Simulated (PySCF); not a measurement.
**Computed structure and properties of Bi(NH2)3**

System: Bi(NH2)3 (singlet; a saddle point, relaxed within its symmetry); start: template (D3h). Method: PySCF 2.14.0, RKS PBE0, Bi def2-SVP with ECP60, N def2-SVP, H def2-SVP; non-relativistic Hamiltonian with scalar-relativistic core potentials where named; density fitting; no spin-orbit coupling.

Input of the relaxation:

```python
mol = gto.M(atom='''
Bi    -0.00000     0.00000     0.00000
N      2.12398     0.00002    -0.00000
H      2.71400     0.00002     0.83000
H      2.71400     0.00002    -0.83000
N     -1.06201     1.83941    -0.00000
H     -1.35702     2.35038     0.83000
H     -1.35702     2.35038    -0.83000
N     -1.06197    -1.83943     0.00000
H     -1.35698    -2.35041     0.83000
H     -1.35698    -2.35041    -0.83000''',
    basis={'Bi': 'def2-SVP', 'N': 'def2-SVP', 'H': 'def2-SVP'},
    ecp={'Bi': 'def2-SVP'},
    charge=0, spin=0)
mf = dft.RKS(mol, xc='PBE0')
mf.grids.atom_grid = (50, 194)
mf = mf.density_fit()  # fitting sets: Bi def2-universal-JKFIT, N def2-universal-JKFIT, H def2-universal-JKFIT
mf.conv_tol = 1e-08; mf.max_cycle = 55
mf.kernel(dm0)  # dm0: converged density of the start geometry
# quasi-Newton relaxation in Cartesian coordinates to a largest gradient under 0.00045 Eh/bohr, steps kept in the point group
```

Run from Python with OMP_NUM_THREADS=2; the lines above give its settings. Where DIIS fails, smearing, a level shift and second-order steps follow.
It took 14 s on 2 threads of Arm Neoverse V2, on a shared host, from the converged density of the start.

Course of the relaxation:

```csv
step,energy above end (eV),largest force component within the symmetry (eV/Å)
0,0.4923,2.007
1,0.0782,0.286
2,0.0079,0.112
3,0.0002,0.040
4,0.0000,0.015
5,0.0000,0.002
```

Relaxed geometry (D3h):

```xyz
10

Bi    0.0000    0.0000    0.0000
N     2.2576    0.0000    0.0000
H     2.8624    0.0000    0.8232
H     2.8624    0.0000   -0.8232
N    -1.1288    1.9551    0.0000
H    -1.4312    2.4789    0.8232
H    -1.4312    2.4789   -0.8232
N    -1.1288   -1.9551    0.0000
H    -1.4312   -2.4789    0.8232
H    -1.4312   -2.4789   -0.8232
```

```
     contact      Å
Bi1–N2 (NH2)  2.258
Bi1–N5 (NH2)  2.258
Bi1–N8 (NH2)  2.258
```

On the finer grid (75, 302):

```json
{
  "HOMO": "-5.40 eV",
  "LUMO": "-4.22 eV",
  "Dipole about the centre of mass": "0.00 D",
  "Set of Mulliken populations of Bi1 outside the core potential": "s 3.98, p 7.53, d 10.25",
  "D3(BJ) dispersion energy (not in the energies)": "-0.161 eV"
}
```

```
atom  Mulliken (e)  Löwdin (e)  spin (e)
 Bi1          1.24        1.14      0.00
  N2         -0.62       -0.45      0.00
  H3          0.10        0.04      0.00
  H4          0.10        0.04      0.00
  N5         -0.62       -0.45      0.00
  H6          0.10        0.04      0.00
  H7          0.10        0.04      0.00
  N8         -0.62       -0.45      0.00
  H9          0.10        0.04      0.00
 H10          0.10        0.04      0.00
```

The gap is small, and the closed shell wasn't tested for a lower spin-broken solution.

On the grid (50, 194), as all that follows. Harmonic modes: 6 unstable, so a saddle point once the symmetry is let go (counted below −25 cm⁻¹); lowest -2000 cm⁻¹ (negative: unstable), highest 3607 cm⁻¹, zero-point energy 1.864 eV.

Taking off one NH2 (charge -1, singlet; the rest: singlet) in vacuum, both parts rigid, costs 8.34 eV; the small basis without counterpoise inflates it. Most of it is the attraction of opposite charges; other ways to part are cheaper, and one spin state was tried for the rest.

Rigid scan of NH2 along the line from its metal:

```tsv
distance to N2 (Å)	energy (eV)
1.96	0.796
2.06	0.306
2.16	0.067
2.26	0.000
2.36	0.051
2.46	0.181
2.66	0.226
2.96	0.485
3.36	0.779
3.86	1.041
```

One start shape was tried, so this needn't be the lowest isomer.
